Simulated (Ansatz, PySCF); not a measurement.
difluoro(1-fluoroethenyl)borane (C₂H₂BF₃), SMILES C=C(F)B(F)F.

Coordinates come from a B3LYP-D3(BJ)/def2-SVP optimisation. One conformer was computed; it need not be the lowest.

Vertical ionisation energy (IE) and electron affinity (EA) in eV. Rows of orbital energies are one-electron estimates. Where ΔSCF, EOM or ADC give a negative EA the extra electron is unbound and the value depends on the basis.

| level | IE | EA |
|---|---|---|
| −ε(HOMO), −ε(LUMO), HF/def2-TZVP (PySCF) | 11.02 | -2.02 |
| −ε(HOMO), −ε(LUMO), PBE/def2-TZVP (PySCF) | 7.05 | 2.63 |
| ΔSCF, PBE0/def2-SVPD (Ansatz), final states of multiplicity 2 and 2 | 10.87 | -0.28 |
| ΔSCF, PBE/def2-SVPD (Ansatz), final states of multiplicity 2 and 2 | 10.77 | -0.31 |

Problem. What vertical singlet–triplet gap does ΔSCF give with PBE0/def2-SVPD (Ansatz, an electronic-structure program) and with PBE/def2-SVPD (Ansatz)? (An estimate is asked for; the answer gives what the named calculation found.)

Solution. 3.61 and 3.72 eV (triplet above singlet where positive).
